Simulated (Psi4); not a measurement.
ClLi, charge +1, doublet, at a GFN2-xTB geometry (such geometries of metal compounds can be far from the true shape) (a state made from the parent by changing its charge; the spin is typed, not shown lowest); CAM-B3LYP/6-31G** (Psi4 1.11).

Input for Psi4:
```
memory 2 GB

molecule {
1 2
Li   -0.00000000   -0.00000000   -1.95078436
Cl    0.00000000    0.00000000    0.34425606
}

set {
  basis 6-31g**
  reference uks
}

energy('cam-b3lyp')
print_variables()
```

The log (banner, timings and long lists left out):

```
   => Loading Basis Set <=

    Name: 6-31G**
    Role: ORBITAL
    Keyword: BASIS

         ---------------------------------------------------------
                                   SCF
               by Justin Turney, Rob Parrish, Andy Simmonett
                          and Daniel G. A. Smith
                              UKS Reference
         ---------------------------------------------------------

  ==> Geometry <==

    Molecular point group: c2v
    Full point group: C_inf_v

    Geometry (in Angstrom), charge = 1, multiplicity = 2:

       Center              X                  Y                   Z               Mass
    ------------   -----------------  -----------------  -----------------  -----------------
         LI           0.000000000000     0.000000000000    -1.911520909337     7.016003436600
         CL           0.000000000000     0.000000000000     0.383519510663    34.968852682000

  Running in c2v symmetry.

  Rotational constants: A = ************  B =      0.54769  C =      0.54769 [cm^-1]
  Rotational constants: A = ************  B =  16419.42766  C =  16419.42766 [MHz]
  Nuclear repulsion =   11.759286463534266

  Charge       = 1
  Multiplicity = 2
  Electrons    = 19
  Nalpha       = 10
  Nbeta        = 9

  ==> Algorithm <==

  SCF Algorithm Type is DF.
  DIIS enabled.
  MOM disabled.
  Fractional occupation disabled.
  Guess Type is SAD.
  Energy threshold   = 1.00e-06
  Density threshold  = 1.00e-06
  Integral threshold = 1.00e-12

  ==> Primary Basis <==

  Basis Set: 6-31G**
    Blend: 6-31G**
    Number of shells: 14
    Number of basis functions: 34
    Number of Cartesian functions: 34
    Spherical Harmonics?: false
    Max angular momentum: 2

  ==> DFT Potential <==

   => LibXC <=

    Version 7.1.2
    S. Lehtola, C. Steigemann, M. J. T. Oliveira, and M. A. L. Marques,  SoftwareX 7, 1–5 (2018) (10.1016/j.softx.2017.11.002)

   => Composite Functional: CAM-B3LYP <=

    CAM-B3LYP Hyb-GGA Exchange-Correlation Functional

    T. Yanai, D. P. Tew, and N. C. Handy,  Chem. Phys. Lett. 393, 51 (2004) (10.1016/j.cplett.2004.06.011)

    Deriv               =              1
    GGA                 =           TRUE
    Meta                =          FALSE

    Exchange Hybrid     =           TRUE
    MP2 Hybrid          =          FALSE

   => Exchange Functionals <=

    0.3500         Becke 88 [omega = 0.3300]
    0.4600   Short-range recipe for B88 functional - erf [omega = 0.3300]

   => Exact (HF) Exchange <=

    0.4600            HF,LR [omega = 0.3300]
    0.1900               HF

   => Correlation Functionals <=

    0.1900   Vosko, Wilk & Nusair (VWN5)
    0.8100   Lee, Yang & Parr

   => LibXC Density Thresholds  <==

    XC_HYB_GGA_XC_CAM_B3LYP:  1.00E-14

   => Molecular Quadrature <=

    Radial Scheme          =       TREUTLER
    Pruning Scheme         =           NONE
    Nuclear Scheme         =       TREUTLER

    Blocking Scheme        =         OCTREE
    BS radius alpha        =              1
    Pruning alpha          =              1
    Radial Points          =             75
    Spherical Points       =            302
    Total Points           =          43484
    Total Blocks           =            428
    Max Points             =            255
    Max Functions          =             34
    Weights Tolerance      =       1.00E-15

   => Loading Basis Set <=

    Name: (6-31G** AUX)
    Role: JKFIT
    Keyword: DF_BASIS_SCF

  ==> Integral Setup <==

  SCF_SUBTYPE=INCORE selected. In-core MEM_DF algorithm will be used.
  Using in-core AOs.

  ==> MemDFJK: Density-Fitted J/K Matrices <==

    J tasked:                   Yes
    K tasked:                   Yes
    wK tasked:                  Yes
    Omega:                3.300E-01
    Algorithm:                 Core
    Schwarz Cutoff:           1E-12
    Mask sparsity (%):       0.0000
    Fitting Condition:        1E-10

   => Auxiliary Basis Set <=

  Basis Set: (6-31G** AUX)
    Blend: CC-PVDZ-JKFIT + DEF2-UNIVERSAL-JKFIT
    Number of shells: 53
    Number of basis functions: 190
    Number of Cartesian functions: 190
    Spherical Harmonics?: false
    Max angular momentum: 3

  Minimum eigenvalue in the overlap matrix is 6.4819937303E-03.
  Reciprocal condition number of the overlap matrix is 1.3760758890E-03.
    Using symmetric orthogonalization.

  ==> Pre-Iterations <==

  SCF Guess: Superposition of Atomic Densities via on-the-fly atomic UHF (no occupation information).

   -------------------------
    Irrep   Nso     Nmo
   -------------------------
     A1        18      18
     A2         2       2
     B1         7       7
     B2         7       7
   -------------------------
    Total      34      34
   -------------------------

  ==> Iterations <==

                           Total Energy        Delta E     RMS |[F,P]|

   @DF-UKS iter SAD:  -467.37242126356784   -4.67372e+02   0.00000e+00
   @DF-UKS iter   1:  -467.41399264076364   -4.15714e-02   3.54220e-03 ADIIS/DIIS
   @DF-UKS iter   2:  -467.41730982256342   -3.31718e-03   9.11349e-04 ADIIS/DIIS
   @DF-UKS iter   3:  -467.41752108904114   -2.11266e-04   3.12710e-04 ADIIS/DIIS
   @DF-UKS iter   4:  -467.41754811723416   -2.70282e-05   3.68256e-05 DIIS
   @DF-UKS iter   5:  -467.41754869361728   -5.76383e-07   4.45756e-06 DIIS
   @DF-UKS iter   6:  -467.41754870509294   -1.14757e-08   7.90520e-07 DIIS
  Energy and wave function converged.

  ==> Post-Iterations <==

   Electrons on quadrature grid:
      Nalpha   =    9.9999999180 ; deviation = -8.196e-08
      Nbeta    =    9.0000005182 ; deviation = 5.182e-07
      Ntotal   =   19.0000004362 ; deviation = 4.362e-07

   @Spin Contamination Metric:   1.986327392E-03
   @S^2 Expected:                7.500000000E-01
   @S^2 Observed:                7.519863274E-01
   @S   Expected:                5.000000000E-01
   @S   Observed:                5.000000000E-01

    Orbital Energies [Eh]
    ---------------------

    Alpha Occupied:

       1A1  -101.902648     2A1    -9.817347     1B2    -7.592766
       3A1    -7.570802     1B1    -7.568924     4A1    -2.380141
       5A1    -1.162445     2B2    -0.701360     6A1    -0.667790
       2B1    -0.644806

    Alpha Virtual:

       7A1    -0.205150     3B2    -0.145471     3B1    -0.142438
       8A1    -0.109769     4B2    -0.022430     4B1    -0.020404
       9A1    -0.002802    10A1     0.025063     5B2     0.231813
       5B1     0.245644    11A1     0.258780     1A2     0.273917
      12A1     0.274089     6B2     0.314332     6B1     0.339996
      13A1     0.404061    14A1     0.458513     2A2     0.641461
      15A1     0.642402     7B2     0.723018     7B1     0.763253
      16A1     0.978781    17A1     0.981446    18A1     4.044200

    Beta Occupied:

       1A1  -101.895722     2A1    -9.810555     1B2    -7.570555
       3A1    -7.566670     1B1    -7.564814     4A1    -2.380237
       5A1    -1.104258     6A1    -0.651178     2B1    -0.627732

    Beta Virtual:

       2B2    -0.411154     7A1    -0.204648     3B1    -0.142162
       3B2    -0.141529     8A1    -0.108216     4B2    -0.022067
       4B1    -0.020500     9A1    -0.002910    10A1     0.027434
       5B1     0.247775     5B2     0.248823    11A1     0.270081
       1A2     0.274314    12A1     0.274375     6B1     0.345253
       6B2     0.345452    13A1     0.419144    14A1     0.464590
       2A2     0.704233    15A1     0.707773     7B1     0.772167
       7B2     0.775710    16A1     0.981073    17A1     0.997000
      18A1     4.065663

    Final Occupation by Irrep:
             A1    A2    B1    B2
    DOCC [     6,    0,    2,    1 ]
    SOCC [     0,    0,    0,    1 ]
    NA   [     6,    0,    2,    2 ]
    NB   [     6,    0,    2,    1 ]

  @DF-UKS Final Energy:  -467.41754870509294

   => Energetics <=

    Nuclear Repulsion Energy =             11.7592864635342664
    One-Electron Energy =                -663.4084336285254722
    Two-Electron Energy =                 207.0318982971119226
    DFT Exchange-Correlation Energy =     -22.8002998372136645
    Empirical Dispersion Energy =           0.0000000000000000
    VV10 Nonlocal Energy =                  0.0000000000000000
    Total Energy =                       -467.4175487050929405

  UHF NO Occupations:
  HONO-2 :    5 A1 1.9999240
  HONO-1 :    6 A1 1.9991410
  HONO-0 :    2 B2 1.0000000
  LUNO+0 :    7 A1 0.0008590
  LUNO+1 :    8 A1 0.0000760
  LUNO+2 :    3 B1 0.0000585
  LUNO+3 :    9 A1 0.0000000

Computation Completed

Properties will be evaluated at   0.000000,   0.000000,   0.000000 [a0]

Properties computed using the SCF density matrix

 Multipole Moments:

 ------------------------------------------------------------------------------------
     Multipole            Electronic (a.u.)      Nuclear  (a.u.)        Total (a.u.)
 ------------------------------------------------------------------------------------

 L = 1.  Multiply by 2.5417464519 to convert [e a0] to [Debye]
 Dipole X            :          0.0000000            0.0000000            0.0000000
 Dipole Y            :          0.0000000            0.0000000            0.0000000
 Dipole Z            :         -4.5182187            1.4839433           -3.0342754
 Magnitude           :                                                    3.0342754

 ------------------------------------------------------------------------------------

  Variable Map:
  ----------------------------------------------------------------------------
  "CURRENT ENERGY"              =>    -467.417548705093
  "CURRENT REFERENCE ENERGY"    =>    -467.417548705093
  "DD SOLVATION ENERGY"         =>       0.000000000000
  "DFT FUNCTIONAL TOTAL ENERGY" =>    -467.417548705093
  "DFT TOTAL ENERGY"            =>    -467.417548705093
  "DFT VV10 ENERGY"             =>       0.000000000000
  "DFT XC ENERGY"               =>     -22.800299837214
  "GRID ELECTRONS ALPHA"        =>       9.999999918040
  "GRID ELECTRONS BETA"         =>       9.000000518154
  "GRID ELECTRONS TOTAL"        =>      19.000000436194
  "NUCLEAR REPULSION ENERGY"    =>      11.759286463534
  "ONE-ELECTRON ENERGY"         =>    -663.408433628525
  "PCM POLARIZATION ENERGY"     =>       0.000000000000
  "PE ENERGY"                   =>       0.000000000000
  "SCF ITERATION ENERGY"        =>    -467.417548705093
  "SCF ITERATIONS"              =>       6.000000000000
  "SCF TOTAL ENERGY"            =>    -467.417548705093
  "TWO-ELECTRON ENERGY"         =>     207.031898297112
  "XC GRID RADIAL POINTS"       =>      75.000000000000
  "XC GRID SPHERICAL POINTS"    =>     302.000000000000
  "XC GRID TOTAL POINTS"        =>   43484.000000000000

  Array Variable Map:
  ----------------------------------------------------------------------------
  "CURRENT DIPOLE"              =>       0.000000000000 ... -3.034275437436 1 by 3
  "SCF DIPOLE"                  =>       0.000000000000 ... -3.034275437436 1 by 3
  "SCF TOTAL ENERGIES"          =>    -467.372421263568 ... -467.417548705093 1 by 7
```
